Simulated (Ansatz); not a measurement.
Input file for Ansatz (a first-principles code): R-CCSD(T)/aug-cc-pVTZ on GeH4O (SMILES [OH][GeH3]). The run froze 15 orbitals, filled d shells among them.

Ansatz 0.2 input:
```yaml
crystal:
  periodic: [false, false, false]
  atoms:
    - {symbol: O, position_ang: [-0.36249088, 0.71426461, 0.57519460]}
    - {symbol: Ge, position_ang: [0.51478460, -0.70741770, -0.03530719]}
    - {symbol: H, position_ang: [-0.46111203, 0.69065594, 1.54997456]}
    - {symbol: H, position_ang: [1.93723128, -0.77697419, 0.56828375]}
    - {symbol: H, position_ang: [0.58413740, -0.52577606, -1.55836036]}
    - {symbol: H, position_ang: [-0.23738852, -2.01144589, 0.32022259]}
basis:
  gaussian:
    orbitals: aug-cc-pVTZ
magnetization: {spin_polarized: false}
correlation: {method: ccsd_t, electrons: outside_noble_gas}
scf: {lower_state_search: off}
```

Program output:

```
WARN ansatz: RAYON_NUM_THREADS=1 ignored (pool sized by the plan → 1); use --threads N
Functional definition: HF
these checks for a lower state are left out or cut short: stability, starts, cluster_reference, orbital_swaps, neighbouring_geometries, increment
integrals: 0.79 GiB planned
1141 factors; integrals over basis functions are off by at most 1.4e-3 eV
mean field: 0.56 GiB planned
mean field evaluation 1: about -58573.6840 eV, gradient 3.7e1 eV
mean field evaluation 2: about -58573.7233 eV, gradient 3.7e1 eV
mean field evaluation 4: about -58576.3328 eV, gradient 2.3e0 eV
mean field evaluation 8: about -58576.3565 eV, gradient 8.0e-2 eV
mean field -58576.35656631 eV, -2152.6413993313 hartree, gradient 3.2e-6 eV, S^2 0.000000; 0 other end points of the search recorded, 0 dependent functions left out
15 core orbitals not correlated
reference -58576.35656631 eV, -2152.6413993313 hartree; 7, 7 occupied and 175, 175 virtual orbitals, 1141 factors
second order -10.49107835 eV of doubles, -0.00000000 eV of singles
coupled cluster: 1.91 GiB planned
cycle   1  -10.70621416 eV  change   -2.2e-1 eV  update   7.6e-2
cycle   2  -11.00109162 eV  change   -2.9e-1 eV  update   2.4e-2
cycle   3  -11.07748675 eV  change   -7.6e-2 eV  update   1.2e-2
cycle   4  -11.06900264 eV  change    8.5e-3 eV  update   2.4e-3
cycle   5  -11.06872841 eV  change    2.7e-4 eV  update   1.1e-3
cycle   6  -11.06913092 eV  change   -4.0e-4 eV  update   3.1e-4
cycle   7  -11.06900700 eV  change    1.2e-4 eV  update   1.2e-4
cycle   8  -11.06896633 eV  change    4.1e-5 eV  update   4.0e-5
cycle   9  -11.06897670 eV  change   -1.0e-5 eV  update   1.7e-5
perturbative correction -0.37382486 eV, -0.0137378102 hartree
Total energy: -58587.79936786 eV, -2153.0619145323 hartree
Checks for a lower state left out: stability, starts, cluster_reference, orbital_swaps, neighbouring_geometries, increment
```

The run converged.

Cost: roughly 60 core-seconds.
